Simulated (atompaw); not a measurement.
**tin (Sn): one change to a PAW (atompaw) potential, before and after**

atompaw 4.2.0.5 input, output lines left out:

```
Sn 50
GGA-PBE scalarrelativistic loggrid 1500 logderivrange -4 5 226
5 5 4 0 0 0
5 1 1
0 0 0
c
c
c
c
v
c
c
c
v
c
v
2
2.35 2.05 1.55 1.85
y
1.25
n
y
3.65
n
y
-0.7
n
custom polynom vanderbiltortho sinc
bessel
2.35
2.35
2.35
2.35
2.35
1.10
```

All-electron outer shells of the reference configuration (PBE, scalar-relativistic, ld1.x):

| shell | level (eV) | outermost node (bohr) | outermost maximum (bohr) |
| --- | --- | --- | --- |
| 4p | -97.69 | 0.41 | 0.79 |
| 4d | -33.81 | 0.39 | 0.88 |
| 5s | -17.81 | 0.98 | 1.99 |
| 5p | -10.25 | 1.08 | 2.43 |

Change: wave 4d channel at -0.7 Ry: rc 1.10 bohr becomes 4d channel at -0.7 Ry: rc 1.54 bohr.

Cutoffs: the cutoffs (Ry, on a coarse ladder) from which the occupation-weighted sum of valence levels, in a spherical-Bessel basis at the reference potential, stays within 10 and 1 mRy of its value at 400 Ry; they do not see the model core or the augmentation charge, which bear on the density cutoff.

**Question.** What does the change do?

**Answer.** The potential gets harder (21 Ry and 35 Ry → 25 Ry and 40 Ry); both files keep a bound ghost (s).

```csv
quantity,base,changed
"cutoff, loose",21 Ry,25 Ry
"cutoff, tight",35 Ry,40 Ry
bound ghosts,s,s
s: phases at 2.36 bohr within 0.05 rad from the reference energy up to (Ry; the scan ends near 5),to the end of the scan,to the end of the scan
p: phases at 2.36 bohr within 0.05 rad from the reference energy up to (Ry; the scan ends near 5),to the end of the scan,to the end of the scan
d: phases at 2.36 bohr within 0.05 rad from the reference energy up to (Ry; the scan ends near 5),1.2,1.3
lowest overlap eigenvalue by channel,"s 0.02, p 0.21, d 0.34","s 0.02, p 0.21, d 0.84"
```

 A true bound ghost makes a file unfit for plane-wave use even where its test errors are small: the radial tests pick states by their node count and pass the ghost by. The cutoffs see the waves, projectors and local potential, not the compensation charge or the core.
